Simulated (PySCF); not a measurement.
Bonds (- single, = double, # triple, : aromatic): C1-C2, C2-F3, C2-C4, C4=C5, C5-C6, C6-Si7, C6-Si8. C1 carries H9, H10, H11; C2 carries H12; C4 carries H13; C5 carries H14; C6 carries H15; Si7 carries H16, H17, H18; Si8 carries H19, H20, H21. Stereochemistry as in C[C@@H](F)/C=C\C([SiH3])[SiH3].

- geometry: GFN2-xTB
- NMR shieldings at PBE0/pcSseg-1/GIAO
- program: PySCF 2.14
- a single conformation, gas phase, one averaged value for each set of equivalent atoms, non-relativistic Hamiltonian

δ = σ(ref) − σ, references computed at the same level: ¹³C (σ = 186.93 ppm), ¹H (σ = 31.72 ppm), ²⁹Si (σ = 349.16 ppm) against TMS; ¹⁹F (σ = 170.95 ppm) vs CFCl3.

```
      atoms  nucleus  count  Hirshfeld charge  δ (ppm)
         C1      ¹³C      1             -0.13        ?
H19/H20/H21       ¹H      3             -0.07     3.96
        Si7     ²⁹Si      1              0.31    -66.5
 H9/H10/H11       ¹H      3              0.04     1.39
        H14       ¹H      1              0.04     5.47
        H15       ¹H      1              0.04        ?
         C6      ¹³C      1             -0.19        ?
        Si8     ²⁹Si      1              0.31    -67.7
         C5      ¹³C      1             -0.05    134.1
        H12       ¹H      1              0.04     5.64
         C2      ¹³C      1              0.07     90.5
H16/H17/H18       ¹H      3             -0.07     3.95
         C4      ¹³C      1             -0.06        ?
         F3      ¹⁹F      1             -0.12   -209.5
        H13       ¹H      1              0.05        ?
```

**Question.** Fill in the missing shifts.

**Answer.** 
- C4: 138.1 ppm, alkene CH; the olefinic region
- C1: 24.4 ppm, methyl carbon; a saturated carbon with 1 carbon neighbour and no heteroatom attached
- C6: 9.8 ppm, allylic sp3 CH bonded to 2 Si; an electropositive neighbour leaves it electron-rich and shielded
- H13: 6.00 ppm, hydrogen on an alkene CH; a vinylic proton, deshielded by the sp2 carbon and the C=C anisotropy
- H15: 1.38 ppm, hydrogen on an allylic sp3 CH bonded to 2 Si

Shifts are as computed. Against solution values, carbons near 30 ppm lie about +3 ppm off and those near 130 ppm about +5 ppm. Of 1211 compounds with measured shifts, 218 miss one by over three times the rms of a fit or turn the order of signals round; such compounds aren't used in these exercises. Unscaled 19F shifts against computed CFCl3 carry errors that often reach 10 to 50 ppm.
